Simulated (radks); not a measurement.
Results of a calculation; reference values are marked as such.
The mean radii <r> (bohr) of the occupied orbitals of an atom or ion are listed with their occupations. Level of theory: Dirac Kohn-Sham, PBE, spin-unpolarised, spherical densities, finite nucleus; Fermi nuclear charge, rms radius of each element as measured or else 0.836 A^(1/3) + 0.57 fm (a radial shooting solver on a logarithmic mesh with Libxc functionals).

orbital  occ.      <r>
1s1/2       2  0.01932
2s1/2       2  0.08125
2p1/2       2  0.06741
2p3/2       4  0.07502
3s1/2       2   0.2122
3p1/2       2   0.2020
3p3/2       4   0.2162
3d3/2       4   0.1899
3d5/2       6   0.1942
4s1/2       2   0.4746
4p1/2       2   0.4806
4p3/2       4   0.5116
4d3/2       4   0.5291
4d5/2       6   0.5394
5s1/2       2    1.040
4f5/2       5   0.5957
4f7/2       5   0.6017
5p1/2       2    1.104
5p3/2       1    1.164

Name the element and its charge.

Answer. Z = 71, lutetium, charge +10: Lu10+ in [Kr] 4d10 4f(5/2: 5, 7/2: 5) 5s2 5p(1/2: 2, 3/2: 1). The 1s radius gives Z: for a bare nucleus <r> = (2 gamma + 1)/(2Z) with gamma = sqrt(1 - (Z/c)^2), 0.01909 bohr for Z = 71, and screening makes it slightly larger (0.01932 here). The occupations add up to 61, and the charge is Z minus that.
